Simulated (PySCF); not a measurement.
A side-by-side comparison of computed properties.

First species: C5H9NOSi.
Atom-mapped SMILES: `[CH3:1][c:2]1[cH:3][cH:4][c:5]([NH:6][SiH3:7])[o:8]1` (hydrogens: H9, H10, H11 on C1; H12 on C3; H13 on C4; H14 on N6; H15, H16, H17 on Si7)

Second species: C5H11O2P.
Atom-mapped SMILES: `[CH3:1][O:2][CH2:3][P@@H:4](=[O:5])[CH:6]1[CH2:7][CH2:8]1` (hydrogens: H9, H10, H11 on C1; H12, H13 on C3; H14 on P4; H15 on C6; H16, H17 on C7; H18, H19 on C8)

Levels: PBE0/def2-SVPD for dipole moment, HOMO energy, LUMO energy, HOMO–LUMO gap, static isotropic polarisability and electronic spatial extent ⟨r²⟩ about the centre of nuclear charge; TDDFT PBE0/def2-SVPD for lowest singlet excitation; TDA PBE0/def2-SVPD for lowest triplet excitation (Tamm–Dancoff); GFN2-xTB for rotational constant A and rotational constant C. Geometries: GFN2-xTB. Each species is one conformer at its optimised geometry, gas phase, non-relativistic unless stated; the electronic structure was computed with PySCF and density fitting.

The conformers computed, where there is a choice (atom-mapped SMILES and torsion angles):
- `[CH3:1][c:2]1[cH:3][cH:4][c:5]([NH:6][SiH3:7])[o:8]1`: C4–C5–N6–Si7 7°
- `[CH3:1][O:2][CH2:3][P@@H:4](=[O:5])[CH:6]1[CH2:7][CH2:8]1`: C1–O2–C3–P4 179°, O2–C3–P4–O5 171°, C3–P4–C6–C7 66°

```csv
property,column X,column Y
dipole moment,0.63 D,4.41 D
HOMO energy,-5.29 eV,-7.64 eV
LUMO energy,0.24 eV,0.45 eV
HOMO–LUMO gap,5.53 eV,8.09 eV
lowest singlet excitation,4.46 eV,6.86 eV
lowest triplet excitation (Tamm–Dancoff),3.67 eV,6.55 eV
static isotropic polarisability,97.8 au,88.5 au
electronic spatial extent ⟨r²⟩ about the centre of nuclear charge,1491 bohr²,1372 bohr²
rotational constant A,6.021 GHz,2.259 GHz
rotational constant C,0.767 GHz,0.867 GHz
```

Problem. Which column belongs to which species?

Solution. Column X is the first species and column Y the second. The first has 17 atoms and 68 electrons, the second 19 and 72.

Problem. How does each property change from the first species to the second?

Solution. dipole moment +3.78 D; HOMO energy -2.35 eV; LUMO energy +0.21 eV; HOMO–LUMO gap +2.56 eV; lowest singlet excitation +2.40 eV; lowest triplet excitation (Tamm–Dancoff) +2.88 eV; static isotropic polarisability -9.3 au; electronic spatial extent ⟨r²⟩ about the centre of nuclear charge -119 bohr²; rotational constant A -3.762 GHz; rotational constant C +0.100 GHz.

On the first: The polarisability is 14.49 Å³ as a volume (1 au = 0.148185 Å³), or 1.44 au for each of the 68 electrons. S1 lies 1.07 eV below the HOMO–LUMO gap; its leading configuration is HOMO→LUMO, weight 0.99.

On the second: In atomic units the dipole is 1.74 e·bohr (1 au = 2.5417 D). The principal polarisabilities are 74.3, 91.7 and 99.6 au; their mean is the isotropic value.
